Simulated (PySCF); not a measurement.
# Bond lengths and vibrations by method: AlFH3NSi

All numbers below are calculated, not measured. They come from PySCF 2.14.0, an open-source quantum chemistry program, on an isolated molecule that a program drew, which may never have been made. The molecule is AlFH3NSi (charge 0, singlet), drawn as the SMILES string `F[SiH2][NH][Al]`.

The geometry was optimised and harmonic frequencies were computed with HF and MP2, all in the cc-pV(D+d)Z basis, for the commonest isotopes, with a restricted reference for singlets and an unrestricted one otherwise, and a frozen core in MP2. Each result is a local minimum of its method.

Geometry at the HF minimum:
```xyz
7
AlFH3NSi, angstrom
F    -0.7777    2.7007    0.8090
Si    0.1011    1.8204   -0.2330
N     1.1552    0.9270    0.7693
Al    1.2847    0.9432    2.5973
H     0.7769    2.7685   -1.1389
H    -0.8443    0.9977   -1.0113
H     1.7845    0.3106    0.2730
```

Lengths of the bonds as drawn, in Å (atoms numbered as above):
| bond | HF | MP2 |
|---|---|---|
| F1-Si2 | 1.623 | 1.642 |
| Si2-N3 | 1.707 | 1.723 |
| N3-Al4 | 1.833 | 1.848 |
| Si2-H5 | 1.475 | 1.479 |
| Si2-H6 | 1.475 | 1.479 |
| N3-H7 | 1.011 | 1.026 |

Rotational constants, in GHz:
| constant | HF | MP2 |
|---|---|---|
| A | 9.754 | 9.359 |
| B | 2.805 | 2.86 |
| C | 2.234 | 2.248 |

Harmonic frequencies in cm^-1, each column in rising order, so a row needn't be the same motion in every method:
| rank | HF | MP2 |
|---|---|---|
| 1 | 99 | 84 |
| 2 | 101 | 94 |
| 3 | 359 | ? |
| 4 | 385 | 357 |
| 5 | 616 | 602 |
| 6 | 746 | 708 |
| 7 | 772 | 725 |
| 8 | 856 | 820 |
| 9 | 913 | 859 |
| 10 | 991 | 938 |
| 11 | 1087 | 1037 |
| 12 | 1142 | 1049 |
| 13 | 2325 | 2287 |
| 14 | 2343 | 2293 |
| 15 | 3714 | 3551 |

**Estimate the missing MP2 frequency from the HF column.**

A single factor s that minimises the squared misfit of MP2 against s times HF over the other rows is sum(HF x MP2) / sum(HF^2) = 0.9621, with an rms misfit of 25 cm^-1. For rank 3 it gives 0.9621 x 359 = 345 cm^-1. The calculation gives 297 cm^-1, 48 cm^-1 below the estimate. The drawn bonds are on average 0.8 % longer in MP2 than in HF.
